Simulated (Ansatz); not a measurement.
One change: `B1N[SiH2]1` becomes `N[SiH]1BN1`.

Ansatz, PBE0-D4/def2-TZVP geometries, multiplicity 1. Each molecule was computed in one conformer, which needn't be the lowest.

```tsv
property	`B1N[SiH2]1`
HOMO energy (ωB97M-V/def2-TZVPP) / eV	-9.15
size of the dipole moment (B3LYP/def2-TZVPP) / D	1.19
LUMO energy (PBE/def2-TZVPP) / eV	-1.32
LUMO energy (ωB97M-V/def2-TZVPP) / eV	1.56
HOMO–LUMO gap (PBE/def2-TZVPP) / eV	4.66
size of the dipole moment (PBE/def2-TZVPP) / D	1.33
```

Give the same properties after the change, and the shifts. (Estimate.)

The calculation gave: 
```
                                        property  `N[SiH]1BN1`  shift
           HOMO energy (ωB97M-V/def2-TZVPP) / eV         -8.72   0.43
size of the dipole moment (B3LYP/def2-TZVPP) / D          1.97   0.78
               LUMO energy (PBE/def2-TZVPP) / eV         -1.17   0.15
           LUMO energy (ωB97M-V/def2-TZVPP) / eV          1.64   0.08
             HOMO–LUMO gap (PBE/def2-TZVPP) / eV          4.26  -0.40
  size of the dipole moment (PBE/def2-TZVPP) / D          2.08   0.75
```

With PBE0 the HOMO rises by 0.47 eV and the LUMO rises by 0.12 eV, so the gap narrows by about 0.35 eV. PBE moves the HOMO by 0.56 eV and ωB97M-V by 0.43 eV. The zero-point energy changes by 48.7 kJ/mol with +6 modes. Dipoles are sizes alone; their direction can turn.

B3LYP here is the variant with VWN-RPA as its local correlation; programs differ in this.
